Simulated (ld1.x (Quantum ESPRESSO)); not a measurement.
## nitrogen, RRKJ: configuration errors across variants

```json
{
  "Element": "N (Z = 7)",
  "Generator": "ld1.x (Quantum ESPRESSO) 7.5",
  "Type": "norm-conserving RRKJ (Kleinman–Bylander form)",
  "Functional": "LDA (PZ)",
  "Relativity": "non-relativistic",
  "Frozen core": "[He]",
  "Valence charge": "5",
  "Reference configuration": "2s1.75 2p3.25",
  "Partial waves": "2s (bound): rc 0.90 bohr; 2p (bound): rc 1.45 bohr; 3d channel at 0.3 Ry: rc 1.30 bohr",
  "Local potential": "all-electron potential smoothed inside 1.15 bohr (lloc = -2)",
  "Core correction": "Bessel-smoothed model core, default radius (core density twice the valence density)"
}
```

All-electron excitation energies from the reference (eV): (1) 2s2 2p3 -2.789; (2) 2s2 2p2 10.948; (3) 2s2 2p1 39.923; (4) 2s2 2p3.3 -4.456; (5) 2s0 2p5 19.603; (6) 2s2 2p0 87.090; (7) 2s1 2p3 22.368; (8) 2s1.75 2p3.25 spin -2.957; (9) 2s2 2p3 spin -5.682.

Spin tests fill each open shell by Hund’s rule, majority spin first.

1 further variants failed, have other tests or too few solved ones, and are left out.

A true bound ghost makes a file unfit for plane-wave use even where its test errors are small: the radial tests pick states by their node count and pass the ghost by.

Errors AE − PS in meV (a dash: test not solved or not reliable):

| change | (1) | (2) | (3) | (4) | (5) | (6) | (7) | (8) | (9) | bound ghosts |
| --- | --- | --- | --- | --- | --- | --- | --- | --- | --- | --- |
| base | +0.5 | +17 | +133 | -0.5 | +29 | +573 | -10 | +70 | +57 | none |
| all radii but the core radius scaled by about 1.04 (s 0.94, p 1.50, d 1.36 bohr); local potential all-electron potential smoothed inside 1.20 bohr (lloc = -2) | +0.6 | +19 | +146 | -0.6 | +30 | +629 | -13 | +70 | +56 | none |
| all radii but the core radius scaled by about 1.11 (s 1.00, p 1.60, d 1.44 bohr); local potential all-electron potential smoothed inside 1.28 bohr (lloc = -2) | +0.6 | +27 | +203 | -1.1 | +31 | +848 | -22 | +69 | +53 | none |
| all radii but the core radius scaled by about 1.22 (s 1.10, p 1.76, d 1.58 bohr); local potential all-electron potential smoothed inside 1.40 bohr (lloc = -2) | +0.6 | +34 | +243 | -2.2 | +30 | +1008 | -37 | +63 | +46 | s |
| all radii but the core radius scaled by about 1.35 (s 1.22, p 1.96, d 1.76 bohr); local potential all-electron potential smoothed inside 1.56 bohr (lloc = -2) | +0.1 | +88 | +612 | -3.6 | +9.5 | +2305 | -56 | +36 | +18 | none |

(1) Give the same row for: all radii but the core radius scaled by about 0.93 (s 0.84, p 1.34, d 1.20 bohr); local potential all-electron potential smoothed inside 1.06 bohr (lloc = -2).

Results:

(1) +0.6, +12, +94, -0.2, +27, +418, -5.3, +66, +55; bound ghosts: none.
